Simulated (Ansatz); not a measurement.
Reactions of `C[SiH](F)[SiH3]`.

Computed with Ansatz on PBE0-D4/def2-TZVP structures; ΔE is electronic, products minus reactants. CCSD(T)/CBS adds triple-zeta CCSD(T) − MP2 to the extrapolated MP2 energy (def2 sets, frozen cores). This one scheme is used for every species. DFT in def2-TZVPP. No spin–orbit coupling; open shells (•) take unrestricted orbitals. Each species was taken in one conformer, which may not be the lowest.

```csv
reaction,PBE0-D4 (kJ/mol),CCSD(T)/CBS(def2) (kJ/mol)
`C[SiH](F)[SiH3]` + `BBO` → `BBO[SiH](C)F` + SiH₄,-102,-121
`C[SiH](F)[SiH3]` + `[OH][AlH2]` → `C[SiH](F)[O][AlH2]` + SiH₄,-133,-150
`C[SiH](F)[SiH3]` → `C[SiH]F`• + `[SiH3]`•,324,339
`C[SiH](F)[SiH3]` + `O[SiH2]O` → `C[SiH](F)O[SiH2]O` + SiH₄,-128,-145
`C[SiH](F)[SiH3]` + `COCN` → `COC(N)[SiH3]` + `C[SiH2]F`,32,22
```

Largest T1 diagnostic: 0.015, for `[SiH3]`•.
